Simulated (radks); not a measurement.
Task: All-electron atom: Bi IV in [Hg]. Method: scalar-relativistic Kohn-Sham, PBE, spin-unpolarised, spherical densities, finite nucleus; Fermi nuclear charge, rms radius 5.5211 fm; computed with a radial shooting solver on a logarithmic mesh with Libxc functionals. Some entries of the table are withheld. Estimate them.

orbital  occ.  eigenvalue (hartree)  <1/r> (bohr^-1)
1s          2             -3331.164            103.2
2s          2             -599.4248            24.25
2p          6             -513.1329            21.22
3s          2             -145.4836            8.988
3p          6             -120.8150            8.110
3d         10                   (1)            7.603
4s          2                   (2)              (3)
4p          6             -26.09991            3.480
4d         10             -16.83847            3.131
5s          2              -6.82244              (4)
4f         14              -6.64111            2.745
5p          6              -4.55113            1.410
5d         10              -2.01476            1.074
6s          2              -1.46923           0.6367

Result: 
(1) 3d eigenvalue (hartree): -95.97996
(2) 4s eigenvalue (hartree): -34.18695
(3) 4s <1/r> (bohr^-1): 3.877
(4) 5s <1/r> (bohr^-1): 1.644
